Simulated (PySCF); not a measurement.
The group X on SiH2(OH)-X is varied. All species are isolated molecules in the gas phase. One relaxed conformer stands for each flexible species; it need not be the lowest. Strings in code marks are SMILES.

The four lowest singlet excitations (Tamm–Dancoff). Computed with B3LYP-D3(BJ)/def2-TZVP // PBE0-D4/def2-TZVP (PySCF). B3LYP has the VWN-RPA correlation part, as in Gaussian. Excitations are Tamm–Dancoff values on a coarser integration grid. The basis has no diffuse functions, so Rydberg states are missing or too high.

```json
[
 {"state": "S1", "energy (eV)": "6.73", "wavelength (nm)": "184", "oscillator strength": "0.001"},
 {"state": "S2", "energy (eV)": "7.60", "wavelength (nm)": "163", "oscillator strength": "0.005"},
 {"state": "S3", "energy (eV)": "8.10", "wavelength (nm)": "153", "oscillator strength": "0.011"},
 {"state": "S4", "energy (eV)": "8.28", "wavelength (nm)": "150", "oscillator strength": "0.084"}
]
```

Problem. Identify which member gives these states.
(A) `O[SiH2]C(F)F` (H–O–Si–C torsion 51°, O–Si–C–F torsion -53°)
(B) `O[SiH2][SeH]` (H–O–Si–Se torsion 47°, O–Si–Se–H torsion -98°)
(C) `O[SiH2]F` (H–O–Si–F torsion 72°)
(D) `O[SiH2]I` (H–O–Si–I torsion 54°)

Solution. A, `O[SiH2]C(F)F` (H–O–Si–C torsion 51°, O–Si–C–F torsion -53°)
